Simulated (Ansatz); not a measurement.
Mulliken charges of CH6GaOSi, SMILES `[CH3][Ga][O][SiH3]` radical from PBE/def2-TZVPP in Ansatz (PBE0-D4/def2-TZVP geometry).

```
atom   x (Å)   y (Å)   z (Å)  charge (e)
  C1   0.393   2.428   0.292      -0.343
 Ga2  -0.148   0.660   1.057       0.257
  O3  -0.088  -0.667  -0.164      -0.335
 Si4  -0.347  -2.264  -0.348       0.333
  H5   0.336   3.225   1.030       0.109
  H6  -0.275   2.636  -0.547       0.106
  H7   1.415   2.323  -0.078       0.105
  H8  -0.780  -2.905   0.928      -0.080
  H9  -1.407  -2.499  -1.366      -0.076
 H10   0.901  -2.937  -0.803      -0.076
```

**Question.** By hand: the dipole of these point charges (1 e Å = 4.8032 D).

**Answer.** Σ q r = (-0.002, 0.327, 0.247) e Å, of length 0.410 e Å = 1.97 D.

**Question.** How does the dipole of the full density compare? (An estimate is asked.)

**Answer.** The calculation gave: (0.037, 0.385, 0.146) e Å, 1.99 D; the point charges give 0.99 times that, at 17° from its direction.

Point charges leave out the atoms' own dipoles, such as those of lone pairs, and Mulliken's split depends on the basis, so the close match here is no proof of good charges.
